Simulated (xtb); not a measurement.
AgCl, charge -1, doublet, geometry from GFN2-xTB of the parent state (such geometries of metal compounds can be far from the true shape) (a state made from the parent by changing its charge; the spin is typed, not shown lowest); GFN1-xTB (xtb).

The xtb input:
```
$ xtb mol.xyz --gfn 1 --chrg -1 --uhf 1 --json

# file mol.xyz
2

Ag    -0.00000000    -0.00000000    -0.58724977
Cl     0.00000000     0.00000000     1.62357288
```

**Question.** Write the output that xtb gives for this input, abridged.

**Answer.** 
```
   ID    Z sym.   atoms
    1   47 Ag     1
    2   17 Cl     2

           -------------------------------------------------
          |                Calculation Setup                |
           -------------------------------------------------

           -------------------------------------------------
          |                 G F N 1 - x T B                 |
           -------------------------------------------------

          ...................................................
          :                      SETUP                      :
          :.................................................:
          :  # basis functions                  20          :
          :  # atomic orbitals                  18          :
          :  # shells                            6          :
          :  # electrons                        19          :
          :  # halogen bonds                     0          :
          :  max. iterations                   250          :
          :  Hamiltonian                  GFN1-xTB          :
          :  restarted?                      false          :
          :  GBSA solvation                  false          :
          :  PC potential                    false          :
          :  electronic temp.          300.0000000     K    :
          :  accuracy                    1.0000000          :
          :  -> integral cutoff          0.2500000E+02      :
          :  -> integral neglect         0.1000000E-07      :
          :  -> SCF convergence          0.1000000E-05 Eh   :
          :  -> wf. convergence          0.2000000E-04 e    :
          :  Broyden damping             0.4000000          :
          :  net charge                         -1          :
          :  unpaired electrons                  1          :
          ...................................................

 iter      E             dE          RMSdq      gap      omega  full diag
   1     -8.2629454 -0.826295E+01  0.102E+01    2.15       0.0  T
   2     -8.2635815 -0.636091E-03  0.606E+00    2.25       1.0  T
   3     -8.2637408 -0.159255E-03  0.185E-01    2.37       1.0  T
   4     -8.2637605 -0.196829E-04  0.147E-02    2.36       4.8  T
   5     -8.2637605 -0.449301E-09  0.449E-03    2.36      15.8  T
   6     -8.2637605 -0.460044E-08  0.304E-05    2.36    2323.6  T
   7     -8.2637605 -0.170530E-12  0.764E-06    2.36    9257.6  T

   *** convergence criteria satisfied after 7 iterations ***

[...]
         :: total energy              -8.258876812423 Eh    ::
[...]
         3        2.0000           -0.2782647              -7.5720
         4        2.0000           -0.2782647              -7.5720
         5        2.0000           -0.1553345              -4.2269
         6        2.0000           -0.1553345              -4.2269
         7        2.0000           -0.1498787              -4.0784
         8        2.0000           -0.1498787              -4.0784
         9        2.0000           -0.1328772              -3.6158
        10        1.0000            0.0123814               0.3369 (HOMO)
        11                          0.0989480               2.6925 (LUMO)
        12                          0.0989480               2.6925
        13                          0.2245156               6.1094
        14                          0.2245156               6.1094
        15                          0.2256927               6.1414
        16                          0.2408806               6.5547
        17                          0.2408806               6.5547
        18                          0.4151139              11.2958
      -------------------------------------------------------------
                  HL-Gap            0.0865666 Eh            2.3556 eV
             Fermi-level           -0.0022916 Eh           -0.0624 eV

  Mulliken/CM5 charges         n(s)   n(p)   n(d)
     1Ag   -0.18673 -0.12251   0.925  0.340  9.921
     2Cl   -0.81327 -0.87749   1.967  5.828  0.018

Wiberg/Mayer (AO) data.
largest (>0.10) Wiberg bond orders for each atom

 ---------------------------------------------------------------------------
     #   Z sym  total        # sym  WBO       # sym  WBO       # sym  WBO
 ---------------------------------------------------------------------------
     1  47 Ag   0.419 --     2 Cl   0.419
     2  17 Cl   0.419 --     1 Ag   0.419
 ---------------------------------------------------------------------------

Topologies differ in total number of bonds
Writing topology from bond orders to xtbtopo.mol

 dipole moment from electron density (au)
     X       Y       Z
   0.0000  -0.0000  -1.3343  total (Debye):    3.392

           -------------------------------------------------
          | TOTAL ENERGY               -8.258876812423 Eh   |
          | GRADIENT NORM               0.121062741688 Eh/α |
          | HOMO-LUMO GAP               2.355596612417 eV   |
           -------------------------------------------------

normal termination of xtb
```
